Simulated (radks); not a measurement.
Results of a calculation; reference values are marked as such.
Q: Mn IV, 22 electrons, occupied as [Ar] 3d3.5 4s0.5 (fractional occupations, a model configuration). Code: a radial shooting solver on a logarithmic mesh with Libxc functionals. Model: scalar-relativistic Kohn-Sham, PBE, spin-polarised, spherical densities, point nucleus; open shells are filled with parallel spins first. Some entries of the table are withheld. Estimate them.

orbital,occ.,eigenvalue (hartree),r(max) (bohr)
1s up,1,-237.7777,0.03987
1s down,1,-237.7769,0.03987
2s up,1,-28.89677,0.2326
2s down,1,-28.82898,0.2324
2p up,3,-24.70595,0.1885
2p down,3,-24.65415,0.1883
3s up,1,-4.68416,0.7320
3s down,1,-4.52169,0.7329
3p up,3,-3.51952,0.7451
3p down,3,-3.35958,0.7466
3d up,3.5,(1),0.7287
3d down,0,(2),0.7353
4s up,0.5,-1.18543,2.049

A: 
(1) 3d up eigenvalue (hartree): -1.70244
(2) 3d down eigenvalue (hartree): -1.54726
